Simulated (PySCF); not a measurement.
**How methods differ on the excitation energy of Co**

Co [Ar] 3d7 4s2 (4F) → Co [Ar] 3d8 4s1 (4F), as a difference of total energies. Calculation: PySCF 2.14, in x2c-TZVPPall; scalar relativity by spin-free X2C-1e. Correlated levels: valence: [Ar] frozen. The calculations carry no spin-orbit coupling.

| method | excitation energy (eV) |
| --- | --- |
| UHF | 1.939 |
| MP2 (valence) | 0.208 |
| SCS-MP2 (valence) | 0.424 |
| CCSD (valence) | 0.921 |
| CCSD(T) (valence) | 0.804 |

Errors of the correlated levels include the incompleteness of this basis and the frozen core.

Q: Which method comes closest to the reference value, and which is furthest?

A: The reference is 0.417 eV (measured; NIST levels, between the centres of gravity of the two terms). Closest: SCS-MP2 (valence) (error 0.007 eV); furthest: UHF (error 1.522 eV).
